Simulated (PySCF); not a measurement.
IRb, charge -1, doublet, at the geometry of the source list (a state made from the parent by changing its charge; the spin is typed, not shown lowest) (core potentials on I, Rb); M06L/def2-SV(P) run with PySCF.

The PySCF input:
```python
from pyscf import gto, scf, dft

mol = gto.M(
    atom='''
Rb   -1.089600   -0.774000   -0.928300
I     1.089600    0.774000    0.928300
''',
    basis='def2-sv(p)',
    ecp={'I': 'def2-sv(p)', 'Rb': 'def2-sv(p)'},
    charge=-1,
    spin=1,
    verbose=4,
)

mf = dft.UKS(mol)
mf.xc = 'm06l'
mf.kernel()
mf.analyze()
```

It wrote (shortened):

```
PySCF version 2.14.0

[INPUT] verbose = 4
[INPUT] num. atoms = 2
[INPUT] num. electrons = 35
[INPUT] charge = -1
[INPUT] spin (= nelec alpha-beta = 2S) = 1
[INPUT] symmetry False subgroup None
[INPUT] Mole.unit = angstrom
[INPUT] Symbol           X                Y                Z      unit          X                Y                Z       unit  Magmom
[...]
nuclear repulsion = 36.5839816703182
number of shells = 20
number of NR pGTOs = 96
number of NR cGTOs = 50
basis = def2-sv(p)
ecp = {'I': 'def2-sv(p)', 'Rb': 'def2-sv(p)'}

******** <class 'pyscf.dft.uks.UKS'> ********
method = UKS
initial guess = minao
damping factor = 0
level_shift factor = 0
DIIS = <class 'pyscf.scf.diis.CDIIS'>
diis_start_cycle = 1
diis_space = 8
diis_damp = 0
SCF conv_tol = 1e-09
SCF conv_tol_grad = None
SCF max_cycles = 50
direct_scf = True
direct_scf_tol = 1e-13
number electrons alpha = 18  beta = 17
XC library pyscf.dft.libxc version 7.1.2
    S. Lehtola, C. Steigemann, M. J. T. Oliveira, and M. A. L. Marques,  SoftwareX 7, 1–5 (2018)
XC functionals = m06l
    Y. Zhao and D. G. Truhlar,  J. Chem. Phys. 125, 194101 (2006)
    Y. Zhao and D. G. Truhlar,  J. Chem. Phys. 125, 194101 (2006)
    Y. Zhao and D. G. Truhlar,  Theor. Chem. Acc. 120, 215 (2008)
radial grids:
    Treutler-Ahlrichs [JCP 102, 346 (1995); DOI:10.1063/1.469408] (M4) radial grids

becke partition: Becke, JCP 88, 2547 (1988); DOI:10.1063/1.454033
pruning grids: <function nwchem_prune>
grids dens level: 3
symmetrized grids: False
atomic radii adjust function: <function treutler_atomic_radii_adjust>
small_rho_cutoff = 0
Set gradient conv threshold to 3.16228e-05
tot grids = 43872
init E= -287.98140221993

cycle= 1 E= -319.761399221068  delta_E= -31.8  |g|= 1.95  |ddm|= 6.22
cycle= 2 E= -310.47729369192  delta_E= 9.28  |g|= 2.37  |ddm|=   17

cycle= 3 E= -321.357268333984  delta_E= -10.9  |g|= 0.809  |ddm|= 16.6
cycle= 4 E= -322.015120613315  delta_E= -0.658  |g|= 0.142  |ddm|= 3.21
cycle= 5 E= -322.0466957593  delta_E= -0.0316  |g|= 0.0974  |ddm|= 1.12

cycle= 6 E= -321.760130793519  delta_E= 0.287  |g|= 0.242  |ddm|=    2

cycle= 7 E= -321.77792588717  delta_E= -0.0178  |g|= 0.219  |ddm|= 0.184

cycle= 8 E= -321.786818478116  delta_E= -0.00889  |g|= 0.207  |ddm|= 0.122

cycle= 9 E= -321.788071271052  delta_E= -0.00125  |g|= 0.205  |ddm|= 0.48

cycle= 10 E= -321.791578248446  delta_E= -0.00351  |g|=  0.2  |ddm|= 0.146

cycle= 11 E= -321.792336055181  delta_E= -0.000758  |g|= 0.199  |ddm|= 0.113

[...]
SCF not converged.
[...]
**** SCF Summaries ****
Total Energy =                        -322.055724468111976
Nuclear Repulsion Energy =              36.583981670318209
One-electron Energy =                 -637.440280567135005
Two-electron Energy =                  278.800574428704806
Two-electron Coulomb Energy =          305.110752492472045
DFT Exchange-Correlation Energy =      -26.310178063767260
**** MO energy ****
                             alpha | beta                alpha | beta
[...]
spin_pop of  0 Rb 4s       -0.00007
spin_pop of  0 Rb 5s        0.62995
spin_pop of  0 Rb 6s        0.04776
spin_pop of  0 Rb 7s        0.03718
spin_pop of  0 Rb 8s        0.00416
spin_pop of  0 Rb 4px       0.00073
spin_pop of  0 Rb 4py       0.00236
spin_pop of  0 Rb 4pz       0.00118
spin_pop of  0 Rb 5px       0.01646
spin_pop of  0 Rb 5py      -0.00073
spin_pop of  0 Rb 5pz      -0.00080
spin_pop of  0 Rb 6px       0.05925
spin_pop of  0 Rb 6py       0.09434
spin_pop of  0 Rb 6pz       0.04604
spin_pop of  0 Rb 4dxy     -0.00049
spin_pop of  0 Rb 4dyz     -0.00003
spin_pop of  0 Rb 4dz^2    -0.00092
spin_pop of  0 Rb 4dxz     -0.00016
spin_pop of  0 Rb 4dx2-y2   -0.00057
spin_pop of  0 Rb 5dxy      0.00045
spin_pop of  0 Rb 5dyz     -0.00052
spin_pop of  0 Rb 5dz^2     0.00127
spin_pop of  0 Rb 5dxz     -0.00068
spin_pop of  0 Rb 5dx2-y2    0.00093
spin_pop of  1 I 4s       -0.00000
spin_pop of  1 I 5s        0.00994
spin_pop of  1 I 6s        0.01065
spin_pop of  1 I 7s        0.00755
spin_pop of  1 I 4px      -0.00003
spin_pop of  1 I 4py       0.00004
spin_pop of  1 I 4pz       0.00007
spin_pop of  1 I 5px       0.00074
spin_pop of  1 I 5py       0.00002
spin_pop of  1 I 5pz       0.00000
spin_pop of  1 I 6px       0.00081
spin_pop of  1 I 6py       0.01329
spin_pop of  1 I 6pz       0.01000
spin_pop of  1 I 7px       0.00758
spin_pop of  1 I 7py       0.00182
spin_pop of  1 I 7pz       0.00040
spin_pop of  1 I 4dxy     -0.00030
spin_pop of  1 I 4dyz     -0.00020
spin_pop of  1 I 4dz^2    -0.00015
spin_pop of  1 I 4dxz     -0.00037
spin_pop of  1 I 4dx2-y2    0.00003
spin_pop of  1 I 5dxy      0.00031
spin_pop of  1 I 5dyz      0.00020
spin_pop of  1 I 5dz^2     0.00018
spin_pop of  1 I 5dxz      0.00037
spin_pop of  1 I 5dx2-y2   -0.00004
In total            18.00000 | 17.00000

WARN: System has nonzero charge -1; the dipole moment is origin-dependent.
Location of origin: [0. 0. 0.]

Dipole moment(X, Y, Z, Debye):  2.64664,  1.89426,  2.19829
```

Convergence was not reached.
